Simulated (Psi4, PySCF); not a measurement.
CH4BeOS, singlet, geometry from GFN2-xTB (such geometries of metal compounds can be far from the true shape), atoms displaced at random by about 0.03 Å a coordinate. Base run: TPSS/6-31G, gradient (PySCF).

PySCF was given this input:
```python
from pyscf import gto, scf, dft

mol = gto.Mole()
mol.atom = '''
    Be   -0.71323021    0.54732363    0.69181831
    O    -1.74494464    1.31098146    1.14608828
    H    -2.47737483    1.84130389    1.43988533
    S     0.79463893   -0.50840957    0.13876112
    C     0.72050685   -0.61913898   -1.66109755
    H    -0.30075942   -0.89915355   -2.07512037
    H     1.50329266   -1.23387365   -2.05696160
    H     0.87498435    0.46558089   -2.06044184
'''
mol.basis = '6-31g'
mol.verbose = 4
mol.build()

mf = dft.RKS(mol)
mf.xc = 'tpss'
mf.kernel()
g = mf.nuc_grad_method()
grad = g.kernel()
```

Programs used: Psi4, PySCF; a row that names a program was run with it.

The coordinate followed is y of atom 7.

Each row names what was changed in the base input (with any setting that the change needs).

| change | dE/dx (Eh/bohr) | net force (Eh/bohr) |
|---|---|---|
| base | 0.011408 | 0.000122 |
| grids.level = 1; grid_response = on | 0.011388 | 0.000000 |
| density fitting = on | 0.011400 | 0.000122 |
| finite difference step (bohr) = 1e-4; conv_tol = 1e-11 | 0.011407 | - |
| finite difference step (bohr) = 0.05; conv_tol = 1e-11 | 0.011435 | - |
| density fitting = on; auxbasis_response = off | 0.011425 | 0.001220 |
| conv_tol = 1e-6 | 0.011408 | 0.000122 |
| grids.level = 5; grid_response = off | 0.011409 | 0.000003 |
| code = psi4 | 0.011409 | 0.000179 |
| grids.level = 1; grid_response = off | 0.011403 | 0.000484 |
| finite difference step (bohr) = 0.01; conv_tol = 1e-11 | 0.011409 | - |
| grids.level = 0; grid_response = on | 0.012200 | 0.000000 |

The net force is zero for an exact gradient.
